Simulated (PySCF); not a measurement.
The numbers are results of PBE-D3(BJ)/def2-TZVP // PBE0-D3(BJ)/def2-TZVP (PySCF 2.14.0), not measurements. Isolated molecules, 0 K electronic values unless said otherwise. One relaxed conformer stands for a flexible species; it need not be the lowest. Excitations are Tamm–Dancoff values on a coarser integration grid. The basis has no diffuse functions, so Rydberg states are missing or too high.

Reference species (SMILES): `O=C([SiH]=C)N` (C–Si–C–O torsion 180°) (neutral, multiplicity 1).

```json
{
 "S1–T1 gap (TDA)": "1.03 eV",
 "brightest of the four lowest singlets (TDA)": "4.70 eV"
}
```

Changed species: `C#C[SiH]=C` (X = ethynyl; the reference has X = carbamoyl).

Question: What does the change do to the S1–T1 gap (TDA) and brightest of the four lowest singlets (TDA)?

Answer: the S1–T1 gap (TDA) rises by 0.91 eV, to 1.94 eV; the brightest of the four lowest singlets (TDA) increases by 0.13 eV, to 4.83 eV.
